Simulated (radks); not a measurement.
Values are calculated unless marked as measured or tabulated.
Ar IV, 15 electrons, occupied as [Ne] 3p(up 2, down 2) 3s(up 0.75, down 0.25) (fractional occupations, a model configuration). Code: a radial shooting solver on a logarithmic mesh with Libxc functionals. Model: scalar-relativistic Kohn-Sham, PBE, spin-polarised, spherical densities, finite nucleus; Fermi nuclear charge, rms radius 3.4274 fm. Some entries of the table are withheld. Estimate them.

orbital  occ.  eigenvalue (Ry)  <1/r> (bohr^-1)
1s up       1        -233.0806            17.70
1s down     1        -233.0689            17.70
2s up       1              (1)            3.559
2s down     1              (2)            3.559
2p up       3        -20.52722            3.460
2p down     3        -20.51430            3.460
3s up    0.75         -4.88844            1.081
3s down  0.25         -4.82755            1.078
3p up       2         -3.73330           0.9774
3p down     2         -3.67747           0.9732

Answer. 
(1) 2s up eigenvalue (Ry): -25.44699
(2) 2s down eigenvalue (Ry): -25.43428
